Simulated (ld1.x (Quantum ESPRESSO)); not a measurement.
## Configuration tests for As (ultrasoft)

As (Z = 33), ultrasoft, made with ld1.x (Quantum ESPRESSO) 7.5 (PW91, non-relativistic). Core [Ar] 3d10, reference 4s2 4p2 (charge +1). Waves: 4s (bound): rcut 1.30, rcutus 1.60 bohr; 4s channel at -0.55 Ry: rcut 1.30, rcutus 1.60 bohr; 4p (bound): rcut 1.25, rcutus 1.75 bohr; 4p channel at -0.3 Ry: rcut 1.25, rcutus 1.75 bohr; 4d channel at 0.3 Ry: rcut 1.35, rcutus 1.60 bohr. Local part: all-electron potential smoothed inside 1.65 bohr (lloc = -1). Core correction: Bessel-smoothed model core inside 1.55 bohr. Augmentation charge: PSQ, inside the norm-conserving radii.

Energies are relative to the spin-unpolarised reference configuration 4s2 4p2; without spin polarisation the order of configurations can differ from experiment.

| valence configuration | charge | ΔE all-electron (eV) | error AE − PS (meV) |
| --- | --- | --- | --- |
| 4s2 4p3 | 0 | -9.238 | -3.3 |
| 4s2 4p1 | +2 | 18.006 | -12 |
| 4s2 4p0 | +3 | 45.785 | -82 |
| 4s1 4p3 | +1 | 9.602 | -5.7 |
| 4s1 4p4 | 0 | -0.287 | -0.7 |
| 4s1 4p0 | +4 | 95.784 | -358 |

Q: What are ΔE and the potential's error for 4s0 4p5?

A: ΔE = 8.861 eV all-electron; the error (AE − PS) is -8.7 meV.

Levels in the configuration 4s0 4p5:

```tsv
level	all-electron (eV)	pseudo (eV)
4p	-6.457	-6.463
```
